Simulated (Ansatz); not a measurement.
Compare A (`BC1=CCO1`) with its isomer B (`OCB1C=C1`).

Program: Ansatz. Geometries: PBE0-D4/def2-TZVP. ΔE: electronic, gas phase. CBS: MP2 limit from def2 TZ/QZ plus the TZ coupled-cluster correction, frozen cores. DFT in def2-TZVPP. B3LYP here is the variant with VWN-RPA as its local correlation; programs differ in this. One conformer a species, not always the lowest.

A:

```xyz
10

B    -1.457    0.424   -1.222
C    -0.272    0.141   -0.308
C    -0.031   -0.617    0.786
C     1.367   -0.100    0.759
O     1.016    0.678   -0.411
H    -1.361    1.171   -2.146
H    -2.487   -0.129   -0.979
H    -0.602   -1.294    1.400
H     2.157   -0.821    0.532
H     1.670    0.547    1.587
```

B:

```xyz
10

O    -1.063    0.504   -1.864
C    -0.991    0.757   -0.467
B     0.136    0.010    0.296
C     1.229   -0.977    0.358
C     0.927   -0.319    1.490
H    -0.610   -0.324   -2.036
H    -0.865    1.838   -0.330
H    -1.953    0.517    0.014
H     1.930   -1.729    0.021
H     1.261   -0.277    2.518
```

Question: Which is lower in electronic energy at CCSD(T)/CBS, and by how much? (Estimate.)

Answer: The calculation gave: B, by 17.6 kcal/mol.

Question: Give E(B) − E(A) in kcal/mol with PBE-D4, B3LYP-D4, B3LYP, B2PLYP, CCSD(T)/def2-SVP, MP2/def2-TZVPP, LDA (SPW92). (Estimate.)

Answer: Ansatz gave: PBE-D4 -15.2, B3LYP-D4 -16.8, B3LYP -17.2, B2PLYP -17.3, CCSD(T)/def2-SVP -15.7, MP2/def2-TZVPP -18.2, LDA (SPW92) -14.9. None reverses the order clearly.

Question: Does the order hold for the free energy at 298.15 K (harmonic terms from PBE0-D4)? (An estimate is asked.)

Answer: Ansatz gave: Yes: G(B) − G(A) = -17.3 kcal/mol, for one conformer each.

Largest T1 diagnostic: 0.014.

From PBE to PBE0 (25 % exact exchange), in def2-TZVPP and without D4, E(B) − E(A) moves by −2.9 kcal/mol. Leaving LDA and LC-ωPBE aside and taking each functional with its dispersion term where it has one, the values, not all of them listed here, spread over 5.8 kcal/mol, from r2SCAN0-D4 to BLYP-D4.
